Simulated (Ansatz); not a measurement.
AlFH5NSi, SMILES `[F][AlH][NH][SiH3]`. The species carries charge 0 and has multiplicity 1.

Cartesian coordinates in Å:
```
F -1.4037 -2.6111 -1.1271
Al -1.1977 -1.0151 -0.7637
N 0.3056 -0.5599 0.0545
Si 0.8113 1.0085 0.5713
H -2.3096 0.0215 -1.1441
H 0.9582 -1.3083 0.2520
H 1.0296 1.0723 2.0428
H -0.2712 1.9566 0.1997
H 2.0776 1.4355 -0.0855
```

(1) What are the harmonic wavenumbers in cm⁻¹ at PBE0-D4/def2-TZVP (Ansatz, finite differences of forces, unscaled)? (Estimate.)

(2) Is this a minimum?

(3) Give the ideal-gas thermochemistry at 298.15 K and 1 bar (rigid rotor, harmonic oscillator; point group Cs, symmetry number 1).

(4) And at 400, 500, 600, 800 and 1000 K?

Results:

(1) The calculation gave: 82, 115, 130, 234, 471, 506, 593, 652, 716, 777, 841, 937, 940, 958, 988, 1133, 2002, 2204, 2212, 2230, 3587.

(2) Yes, all 21 modes are real.

(3) Zero-point energy 133.5 kJ/mol; H(298) − E = 153.6 kJ/mol; entropy 338.3 J/(mol·K), of which translation 165.4, rotation 109.2, vibration 63.7; G(298) − E = 52.7 kJ/mol. Modes under 100 cm⁻¹ are hindered rotations or soft bends, so the harmonic entropy is rough.

(4) 
| T (K) | H − E (kJ/mol) | S (J/mol/K) | G − E (kJ/mol) |
| --- | --- | --- | --- |
| 400 | 164.9 | 370.7 | 16.6 |
| 500 | 177.6 | 399.1 | -22.0 |
| 600 | 191.6 | 424.6 | -63.2 |
| 800 | 222.4 | 468.8 | -152.6 |
| 1000 | 255.9 | 506.1 | -250.2 |
